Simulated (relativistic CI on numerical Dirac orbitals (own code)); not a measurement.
# Line list: Electric-dipole lines, Ne VII

These numbers are calculated, not measured: Dirac-Coulomb-Breit CI, orbitals from a KLI potential per configuration, a model potential for QED, valence Slater integrals scaled by 0.9, P86 correlation estimate, and configurations built on the next ion tied to the tabulated ionisation energy (semi-empirical) (own radial code, finite nucleus).

CI space (outside the closed core 1s2): 2s², 2s3s, 2s3p, 2s2p, 2s3d, 2s4s, 2p², 2p3s, 2p3p, 2s4p, 2s4d, 2s4f, 3s², 3s3p, 3p². Levels of other configurations are missing.

```
λ vac (nm)           Lower           Upper   A (s⁻¹)  E lower (eV)  E upper (eV)
    7.5595     2s² ¹S0 [1]  2s4p ¹P°1 [40]  6.29e+10         0.000       164.011
    8.2351   2s2p ³P°1 [3]   2s4d ³D2 [42]  5.15e+10        14.148       164.703
    8.2417   2s2p ³P°2 [4]   2s4d ³D3 [43]  6.86e+10        14.270       164.706
    8.9424   2s2p ¹P°1 [5]   2s4d ¹D2 [47]  7.52e+10        26.922       165.570
    9.7122     2s² ¹S0 [1]  2s3p ¹P°1 [13]  1.09e+11         0.000       127.658
    10.623   2s2p ³P°0 [2]   2s3d ³D1 [17]  1.48e+11        14.092       130.809
    10.627   2s2p ³P°1 [3]   2s3d ³D2 [18]  1.99e+11        14.148       130.814
    10.628   2s2p ³P°1 [3]   2s3d ³D1 [17]  1.11e+11        14.148       130.809
    10.638   2s2p ³P°2 [4]   2s3d ³D3 [19]  2.65e+11        14.270       130.822
    10.638   2s2p ³P°2 [4]   2s3d ³D2 [18]  6.64e+10        14.270       130.814
    11.583   2s2p ³P°2 [4]   2s3s ³S1 [11]  4.21e+10        14.270       121.306
    11.674   2s2p ¹P°1 [5]   2s3d ¹D2 [20]  1.91e+11        26.922       133.124
    29.339   2s3s ³S1 [11]  2s4p ³P°2 [39]  5.37e+09       121.306       163.565
    32.703  2s3p ¹P°1 [13]   2s4d ¹D2 [47]  1.44e+10       127.658       165.570
    33.575  2s3p ³P°0 [14]   2s4d ³D1 [41]  9.25e+09       127.774       164.701
    33.590  2s3p ³P°1 [15]   2s4d ³D2 [42]  1.22e+10       127.792       164.703
    33.591  2s3p ³P°1 [15]   2s4d ³D1 [41]  6.78e+09       127.792       164.701
    33.614  2s3p ³P°2 [16]   2s4d ³D3 [43]  1.67e+10       127.821       164.706
    33.616  2s3p ³P°2 [16]   2s4d ³D2 [42]  4.16e+09       127.821       164.703
    35.706   2s3d ³D1 [17]  2s4f ³F°2 [44]  3.03e+10       130.809       165.532
    35.711   2s3d ³D2 [18]  2s4f ³F°3 [45]  3.21e+10       130.814       165.533
    35.711   2s3d ³D2 [18]  2s4f ³F°2 [44]  5.62e+09       130.814       165.532
    35.718   2s3d ³D3 [19]  2s4f ³F°4 [46]  3.61e+10       130.822       165.534
    35.719   2s3d ³D3 [19]  2s4f ³F°3 [45]  4.01e+09       130.822       165.533
    38.145   2s3d ¹D2 [20]  2s4f ¹F°3 [48]  3.43e+10       133.124       165.627
    46.053     2s² ¹S0 [1]   2s2p ¹P°1 [5]  4.24e+09         0.000        26.922
    190.31   2s3s ³S1 [11]  2s3p ³P°2 [16]  2.39e+08       121.306       127.821
    191.16   2s3s ³S1 [11]  2s3p ³P°1 [15]  2.30e+08       121.306       127.792
    413.11  2s3p ³P°2 [16]   2s3d ³D3 [19]  2.05e+07       127.821       130.822
    539.54   2s4s ³S1 [35]  2s4p ³P°2 [39]  4.17e+07       161.267       163.565
```

Terms are leading LS components. Brackets give the number of a level in order of energy, since labels repeat. The list gives strong lines, with weight on those to low levels, without configurations that were not tied to measured data, without lines whose two gauges differ by over a factor of 2.5, among the lowest 48 of 58 levels, so that lines to higher ones, which can be the strongest, are missing, and without 2 lines that miss the measured interval by over 7 %, start from a term whose rates miss tabulated ones by over 60 %, have gauges far apart or, lacking measured levels, span too small a gap for the errors found; lines with a level outside our table were not tested and can miss by more. Levels whose partners in the same complex of configurations lie outside the list can be far off, and so can their lines. Rates are taken at the computed energies, electric ones in the length gauge.

Configurations that consist of the next ion and one excited electron were tied to the tabulated ionisation energy; Rydberg ones are usually within 1,000 to 3,000 cm⁻¹ and the lowest ones within about 6,000 (9,000 in d shells), while levels on excited terms of the next ion carry the error of that term, and the other configurations can be misplaced by 10,000 cm⁻¹ or more. Rates follow the energies as ν³ (E1, M1) or ν⁵ (E2), so rates, branching and lifetimes can be off by large factors. 9 of the 9 excited levels that our extract of the measured tables holds in this range could be paired (the sources list more); they are missed by 3671 cm⁻¹ on average and 15141 at most, and levels without a partner can miss by more.
